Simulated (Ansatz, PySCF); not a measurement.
Reaction (SMILES): CCCCCCO → CCCCCC[O] + H atom (the H-O bond at the site shown breaks; other sites are not compared here)
Structures are relaxed separately at B3LYP-D3(BJ)/def2-TZVP in Ansatz (a program for electronic structure), one conformer each, not searched for the lowest. Frequencies are from Ansatz or PySCF.
Geometry of the first species:
```
C
H 1 1.0956
H 1 1.0957 2 106.08
C 1 1.5263 2 109.20 3 -117.57
H 4 1.0957 1 109.27 2 -64.46
H 4 1.0959 5 106.03 1 117.69
C 4 1.5266 5 109.25 6 117.60
H 7 1.0949 4 109.15 5 64.42
H 7 1.0950 8 106.08 4 -117.51
C 7 1.5259 8 109.56 9 -118.18
H 10 1.0915 7 111.53 8 58.01
H 10 1.0927 11 107.74 7 122.12
H 10 1.0928 11 107.74 12 115.75
C 1 1.5267 2 109.26 3 117.96
H 14 1.0938 1 110.11 2 63.22
H 14 1.0970 15 106.61 1 -118.51
C 14 1.5214 15 108.67 16 -117.42
H 17 1.0916 14 110.15 15 -62.66
H 17 1.0982 18 107.26 14 119.68
O 17 1.4242 18 105.36 19 117.93
H 20 0.9633 17 108.41 18 179.97
```

Quantity: bond dissociation energy (0 K, with B3LYP-D3(BJ) harmonic zero-point energies), in kcal/mol. Valence correlation only, unless marked. Open shells are spin-unrestricted. Spin-orbit coupling is left out. No relativistic terms. Basis-set limits of correlation are two-point, X^-3; Hartree-Fock from the larger set. [CCSD(T)-MP2]/basis is that difference in the basis named.

Level to compare with: RI-MP2/CBS(cc-pVTZ,cc-pVQZ)+[CCSD(T)-MP2]/cc-pVTZ (Ansatz), 104.5 kcal/mol. It is a level with limits of its own, and the differences hold the functionals' basis error too.

**Question.** Rank these functionals by how close they come to RI-MP2/CBS(cc-pVTZ,cc-pVQZ)+[CCSD(T)-MP2]/cc-pVTZ, closest first: BLYP/def2-TZVPD (Ansatz); revPBE/def2-TZVPD (Ansatz); wB97X-V/def2-TZVPD (Ansatz).

**Answer.** wB97X-V/def2-TZVPD (range-separated hybrid with VV10, 98.7 kcal/mol, difference -5.8), BLYP/def2-TZVPD (GGA, 95.1 kcal/mol, difference -9.4), revPBE/def2-TZVPD (GGA, 93.4 kcal/mol, difference -11.1)
